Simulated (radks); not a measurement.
Results of a calculation; reference values are marked as such.
The iodine anion I-, [Xe], held by a Watson sphere: a shell of charge +0.77 at radius R that stands for the Madelung well of a crystal (potential energy -0.77/R inside, -0.77/r outside, in hartree with lengths in bohr). Level of theory: scalar-relativistic Kohn-Sham, PBE, spin-polarised, spherical densities, finite nucleus; Fermi nuclear charge, rms radius of each element as measured or else 0.836 A^(1/3) + 0.57 fm (a radial shooting solver on a logarithmic mesh with Libxc functionals). Response by self-consistent Sternheimer equations with the Hartree and adiabatic LDA kernel, the relativistic mass of each level held fixed and spin-orbit coupling left out. The sphere does not respond.

R (bohr)  e(4d) (eV)  e(5s) (eV)  e(5p) (eV)  <r> 5p (bohr)  sum of <r^2> (bohr^2)  X-ray form factor at sin(theta)/lambda = 0.2 1/angstrom  alpha (bohr^3)
2.5          -47.802     -15.797      -5.769          2.517                  70.55                                                   42.377           41.13
2.94         -47.531     -15.381      -5.483          2.561                  72.33                                                   42.334           45.18
4.19         -46.793     -14.365      -4.553          2.645                  76.03                                                   42.301           57.87
5.17         -46.219     -13.725      -3.908          2.677                  77.64                                                   42.302           66.53
5.65         -45.966     -13.457      -3.638          2.686                  78.15                                                   42.303           70.02
